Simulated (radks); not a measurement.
Sb3+, 48 electrons, occupied as [Kr] 4d8 5s1 5p3 (not the ground configuration). All-electron calculation, Dirac Kohn-Sham, PBEsol, spin-unpolarised, spherical densities, finite nucleus; open shells fill j = l - 1/2 first; Fermi nuclear charge, rms radius 4.6802 fm. Program: a radial shooting solver on a logarithmic mesh with Libxc functionals. Some entries of the table are withheld. Estimate them.

| orbital | occ. | eigenvalue (eV) | r(max) (bohr) | <r> (bohr) |
|---|---|---|---|---|
| 1s1/2 | 2 | -30316.75 | 0.01835 | 0.02843 |
| 2s1/2 | 2 | -4654.884 | 0.1039 | (1) |
| 2p1/2 | 2 | -4358.779 | (2) | 0.1033 |
| 2p3/2 | 4 | -4107.185 | (3) | 0.1088 |
| 3s1/2 | 2 | -951.8272 | 0.3002 | 0.3304 |
| 3p1/2 | 2 | -830.7954 | 0.2865 | 0.3208 |
| 3p3/2 | 4 | -784.3257 | 0.2969 | 0.3322 |
| 3d3/2 | 4 | -570.4901 | 0.2424 | 0.3032 |
| 3d5/2 | 6 | -560.8215 | 0.2453 | 0.3068 |
| 4s1/2 | 2 | (4) | 0.7199 | 0.7826 |
| 4p1/2 | 2 | (5) | 0.7413 | (6) |
| 4p3/2 | 4 | (7) | 0.7651 | (8) |
| 4d3/2 | 4 | -78.0329 | 0.8256 | (9) |
| 4d5/2 | 4 | -76.6477 | 0.8339 | (10) |
| 5s1/2 | 1 | -45.0991 | 1.728 | 1.899 |
| 5p1/2 | 2 | -34.6195 | 1.920 | 2.133 |
| 5p3/2 | 1 | -33.3307 | 1.981 | 2.197 |

Answer. 
(1) 2s1/2 <r> (bohr): 0.1223
(2) 2p1/2 r(max) (bohr): 0.07985
(3) 2p3/2 r(max) (bohr): 0.08446
(4) 4s1/2 eigenvalue (eV): -194.8304
(5) 4p1/2 eigenvalue (eV): -153.4049
(6) 4p1/2 <r> (bohr): 0.8195
(7) 4p3/2 eigenvalue (eV): -144.4711
(8) 4p3/2 <r> (bohr): 0.8467
(9) 4d3/2 <r> (bohr): 0.9689
(10) 4d5/2 <r> (bohr): 0.9794
